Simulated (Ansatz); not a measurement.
A search over several starts for the lowest SCF solution of CrNCl₃⁺ at the given spin, in a small basis.

```yaml
crystal:
  periodic: [false, false, false]
  atoms:
    - {symbol: Cr, position_ang: [0.000192, -0.000390, 0.045865]}
    - {symbol: N, position_ang: [0.006922, -0.012975, 1.520468]}
    - {symbol: Cl, position_ang: [2.027402, 0.009220, -0.531317]}
    - {symbol: Cl, position_ang: [-1.021322, 1.759899, -0.502509]}
    - {symbol: Cl, position_ang: [-1.013204, -1.755754, -0.532507]}
basis:
  gaussian: {orbitals: def2-SVP}
total_charge: 1
magnetization: {spin_polarized: true, initial_magnetization: 1}
hamiltonian: {xc: pbe0, dispersion: d4}
output: {orbitals: {seedname: orbitals}}
```

```sh
$ ansatz run in.yaml --threads 4 --pin off --events-out ev --progress --plain --max-ram 3916MiB
```

It prints (some lines left out):

```
Functional definition: PBE0
973 factors; integrals over basis functions are off by at most 1.3e-3 eV
mean field evaluation 1: about -67410.2858 eV, gradient 7.4e1 eV
mean field evaluation 2: about -67255.3190 eV, gradient 1.5e2 eV
mean field evaluation 4: about -67421.7015 eV, gradient 5.6e1 eV
mean field evaluation 8: about -67432.6855 eV, gradient 5.0e-1 eV
mean field evaluation 16: about -67432.8443 eV, gradient 5.0e-2 eV
mean field evaluation 32: about -67432.9052 eV, gradient 2.8e-1 eV
mean field evaluation 64: about -67433.0039 eV, gradient 7.1e-2 eV
mean field evaluation 96: about -67432.9447 eV, gradient 2.8e0 eV
mean field evaluation 128: about -67432.5269 eV, gradient 7.9e0 eV
mean field evaluation 160: about -67432.9400 eV, gradient 4.8e-1 eV
mean field -67433.00391733 eV, -2478.1171862300 hartree, gradient 2.8e-6 eV, S^2 0.776841; 16 other end points of the search recorded, 0 dependent functions left out
reference -67433.00396739 eV, -2478.1171880700 hartree; 41, 40 occupied and 58, 59 virtual orbitals, 973 factors
Total energy: -67433.19800571 eV, -2478.1243188466 hartree
```

Run time 12 s (4 threads of AMD EPYC 9B45 on a shared host).
